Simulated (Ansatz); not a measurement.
Stretching the C2–B1 bond in CH5B (SMILES BC) (multiplicity 1 held, fragments rigid). Energies count from the point at 1.551 Å.
Geometry at that point (charge 0, multiplicity 1):
```xyz
7

B      0.8668     0.0793     0.0114
C     -0.6766    -0.0672    -0.0412
H      1.5656    -0.8646     0.2285
H      1.3857     1.1491    -0.1020
H     -0.9945     0.0764     1.0066
H     -1.0372    -1.0565    -0.3271
H     -1.1944     0.7024    -0.6158
```

R- and RO- levels are restricted; in cc, def2 and unpolarised 6-31G sets they are followed outwards from rest. U- levels take the lowest unrestricted solution at each point, which mixes spins at long bonds. Active spaces are followed from a long bond inwards. Curves can end on different states.

Frozen-core correlation.

Run with Ansatz (Gaussian orbitals). Values without a source in brackets are computed.

Energies in eV.

```csv
R (Å),R-HF/cc-pVDZ,U-MP2/cc-pVDZ,U-CCSD/cc-pVDZ,R-CCSDT/cc-pVDZ,"FIC-MRCISD+Q on CASSCF(2,2)/cc-pVDZ"
1.241,2.52,2.47,2.52,2.52,2.53
1.396,0.52,0.51,0.53,0.54,0.54
1.551,0.00,0.00,0.00,0.00,0.00
1.706,0.19,0.19,0.17,0.17,0.17
1.861,0.72,0.70,0.67,0.65,0.65
2.094,…,1.68,1.61,1.57,1.57
2.327,2.77,2.77,2.54,2.47,2.47
2.715,…,4.40,3.85,3.66,3.64
3.102,5.56,4.86,4.58,4.39,4.36
3.568,6.73,5.01,4.84,4.80,4.75
4.188,7.87,5.06,4.90,4.96,4.90
4.964,8.79,5.07,4.91,5.00,4.94
```

**Question.** What belongs in the gaps?

**Answer.** 
- 2.094, R-HF/cc-pVDZ: 1.74
- 2.715, R-HF/cc-pVDZ: 4.31

Doubts at one or more of the structures used: a restricted determinant that unrestricted orbitals would lower (R-HF/cc-pVDZ, R-CCSDT/cc-pVDZ); a spin-contaminated determinant (U-MP2/cc-pVDZ, U-CCSD/cc-pVDZ); T1 above 0.05 (U-CCSD/cc-pVDZ); other coupled-cluster roots lie near (R-CCSDT/cc-pVDZ).

Ansatz is a quantum-chemistry and plane-wave program.
